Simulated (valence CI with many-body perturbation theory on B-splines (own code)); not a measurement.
Results of a calculation; reference values are marked as such.
Sensitivity of CI+MBPT for La XLIV

Method: configuration interaction combined with many-body perturbation theory (CI+MBPT): four valence electrons over a frozen Dirac-Fock core [Ne], a basis of 6 s, 6 p, 5 d, 3 f, 1 g functions for each j, with the one-electron correlation potential Σ1, the two-electron term Σ2, the three-electron term Σ3, Breit, model QED; selected CI, second order for the rest, scaled by the run's own slope (own B-spline code, finite nucleus).

No measured spectrum was set against this ion. As an estimate, large intervals hold to a few tenths of a per cent, small ones and those within an open d or f shell to about a per cent.

The reference run has the lowest level (3s^2 3p1/2^2) J=0 and an ionisation energy of 3418.19 eV. Its largest variational space holds 9998 state functions.

Levels are named by their leading jj configuration (3d3/2^4 stands for four electrons in 3d with j = 3/2), which in mixed levels can hold well under half, so a name can repeat and another be missing. Letters in brackets count levels of one name in rising energy.

Changed runs:
A. factor on the speed of light 1 → 100; QED terms on → off
B. scale of Σ1 1 → 0; scale of Σ2 1 → 0; three-electron term on → off
C. lowest core n in screening and Σ2 1 → 4; scale of Σ1 1 → 0.8
D. box radius (bohr) 1.9156 → 0.73 (bad on purpose)

Excitation energies of the reference run in cm⁻¹, and shifts in cm⁻¹:

| Level | Reference | A | B |
| --- | --- | --- | --- |
| (3s^2 3p1/2 3p3/2) J=1 | 779579 | -779554 | -1577 |
| (3s^2 3p1/2 3p3/2) J=2 | 835068 |  | -1249 |
| (3s^2 3p3/2^2) J=2 | 1654750 |  | -2667 |
| (3s 3p1/2^2 3p3/2) J=2 | 1675710 |  | -196 |
| (3s^2 3p3/2^2) J=0 | 1775000 | -1567496 | -1919 |
| (3s 3p1/2^2 3p3/2) J=1 | 1846390 | -1050228 | +1770 |
| (3s^2 3p1/2 3d3/2) J=2 | 2052400 |  | +1981 |
| (3s^2 3p1/2 3d3/2) J=1 | 2286880 |  | +7379 |
| (3s^2 3p1/2 3d5/2) J=2 | 2289720 |  | +169 |
| (3s^2 3p1/2 3d5/2) J=3 | 2325550 |  | +1540 |
| (3s 3p1/2 3p3/2^2) J=2 [a] | 2495250 |  | +2137 |
| (3s 3p1/2 3p3/2^2) J=3 | 2551450 |  | +122 |
| Ionisation energy (eV) | 3418.19 | -123.16 | -0.83 |

A blank means that the level has no clear partner in that run.

Run C: It gave no result: the setting left no core shell for the response of the core. The program said: "need at least one array to concatenate".

Run D: It gave no result. The program said: "need at least one array to concatenate".
